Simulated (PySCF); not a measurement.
Species: CH₆ClFPSi₂ (doublet state).
Z-matrix (Å and degrees, GFN2-xTB geometry), rows numbered from 1:
```
F 
C   1  1.3663
Cl  2  1.8042  1  107.35
Si  2  1.9439  1  109.91  3  -118.28
Si  4  2.3096  2  109.12  1    46.58
P   5  2.2457  4  119.60  2    43.69
H   2  1.0931  1  106.61  3   113.44
H   4  1.4733  2   99.97  1   179.14
H   5  1.4690  4  108.89  2   -77.76
H   5  1.4694  4  108.25  2   164.81
H   6  1.3819  5   95.54  4   -49.15
H   6  1.3854  5   95.75  4    44.41
```

The hyperfine couplings belong to this conformer and change with its torsions.

The species is `F[C@H](Cl)[SiH][SiH2]P` [radical].

Level of theory: UKS B3LYP, pcH-1 on C Cl F H P Si, non-relativistic, mean-field spin-orbit, GIAO in PySCF. The structure is a single GFN2-xTB conformer in the gas phase; no vibrational or solvent corrections. The geometry wasn't refined by DFT: couplings that depend on bond lengths, twists or pyramidal angles can differ widely from those at the functional's own minimum, by a factor of two or more for some ions and for spin on atoms past the first row. Stability of the SCF solution: not tested.

(1) Match the computed a_iso(29Si) values -346.5, -29.9 MHz with the sites Si4; Si5.

Results:

(1) 
```csv
site,a_iso (MHz),ρ(0) (bohr⁻³),position,distance from Si4 (Å),spin population,largest |T| (MHz)
Si4,-346.5,+0.3909,largest spin population,0.00,+0.90,169.1
Si5,-29.9,+0.0336,1 bond from Si4,2.31,0.00,11.7
```

ρ(0) is the spin density at the nucleus and T the dipolar tensor; a_iso includes a spin–orbit part; entries for several nuclei are means. The Mulliken spin populations are largest on Si4 (+0.90) and P6 (+0.08). Si4 is the only atom above +0.15. The angles at Si4 add up to 334.0°, so it is pyramidal.

Examples of negative spin density at the nucleus (bohr⁻³): P6 (-0.0101).

Nuclei that the bonding pattern makes equivalent are averaged, as if the motion that swaps them (rotation, inversion, ring flip) were fast.
